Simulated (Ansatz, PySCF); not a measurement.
Spin states of O2W (SMILES [O]=[W]=[O]), each relaxed with B3LYP-D3(BJ)/def2-TZVP.
State 1 (charge 0, multiplicity 1):
```json
[
 {"atom": "W", "x (Å)": "0.3996", "y (Å)": "-0.3350", "z (Å)": "0.4043"},
 {"atom": "O", "x (Å)": "0.8038", "y (Å)": "0.3527", "z (Å)": "-1.0843"},
 {"atom": "O", "x (Å)": "-1.2366", "y (Å)": "0.0297", "z (Å)": "0.6097"}
]
```
State 2 (charge 0, multiplicity 3):
```xyz
3

W      0.364    -0.304     0.367
O      0.896     0.349    -1.127
O     -1.293     0.003     0.690
```

Singlets are restricted, other states unrestricted; no spin–orbit coupling, no relativity up to Kr; see below for the cores. The largest T1 diagnostic is 0.036.

Correlated levels freeze the inner cores; with def2 sets outer-core shells near the valence are correlated too. CBS(a, b) extrapolates the correlation energy as X⁻³ and adds the Hartree–Fock energy of set b.

Programs: Ansatz (a quantum-chemistry and plane-wave program) with Gaussian orbitals; PySCF for the dispersion terms.  In def2 rows elements past Kr take small-core potentials, without spin–orbit coupling.

```json
[
 {"level": "SVWN5/def2-TZVPP", "energy of the multiplicity-3 state less that of the multiplicity-1 state (eV)": "0.501"},
 {"level": "BLYP-D4/def2-TZVPP", "energy of the multiplicity-3 state less that of the multiplicity-1 state (eV)": "0.350"},
 {"level": "B3LYP/def2-TZVPP", "energy of the multiplicity-3 state less that of the multiplicity-1 state (eV)": "0.197"},
 {"level": "PBE0/def2-TZVPP", "energy of the multiplicity-3 state less that of the multiplicity-1 state (eV)": "0.010"},
 {"level": "PBE0-D3(BJ)/def2-TZVPP", "energy of the multiplicity-3 state less that of the multiplicity-1 state (eV)": "0.010"},
 {"level": "CAM-B3LYP-D4/def2-TZVPP", "energy of the multiplicity-3 state less that of the multiplicity-1 state (eV)": "0.123"},
 {"level": "wB97M-V/def2-TZVPP", "energy of the multiplicity-3 state less that of the multiplicity-1 state (eV)": "0.173"},
 {"level": "CCSD(T)/def2-TZVPP", "energy of the multiplicity-3 state less that of the multiplicity-1 state (eV)": "?"},
 {"level": "CCSD(T)/CBS(def2-SVP, def2-TZVPP)", "energy of the multiplicity-3 state less that of the multiplicity-1 state (eV)": "?"}
]
```

**Question.** What belongs in the gaps?

**Answer.** 
- CCSD(T)/def2-TZVPP, energy of the multiplicity-3 state less that of the multiplicity-1 state (eV): 0.400
- CCSD(T)/CBS(def2-SVP, def2-TZVPP), energy of the multiplicity-3 state less that of the multiplicity-1 state (eV): 0.448

Doubts at one or more of the structures used: a restricted determinant that unrestricted orbitals would lower (CCSD(T)/def2-TZVPP, CCSD(T)/CBS(def2-SVP, def2-TZVPP)).
